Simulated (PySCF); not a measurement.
Relaxation of quartet IrSe2

These are results of PySCF, UPBE0, basis Ir def2-SVP with ECP60, Se def2-SVP (scalar-relativistic core potentials, no spin–orbit coupling, density fitting), not measurements. A (50,194) grid was used.

A start at the PBE minimum, of C2v symmetry, held to at least that symmetry:

Coordinates in bohr (charge 0 multiplicity 4):
```
Ir    0.0000    0.0000   -1.0828
Se    3.4922    0.0000    1.3072
Se   -3.4922    0.0000    1.3072
```

(1) What does it relax to?

(2) How much energy is released, and in how many steps?

## Answers

(1) It ends at C2v with Ir–Se 2.214 Å (×2); Se–Ir–Se 110.2° (after a last refinement on a finer grid). A frequency run shows a minimum. Other isomers or separated fragments may lie lower.

(2) 1.7 kJ/mol in 3 steps.

With open d or f shells other occupations or spin states may lie lower. Spin–orbit coupling, left out here, can matter for elements this heavy.
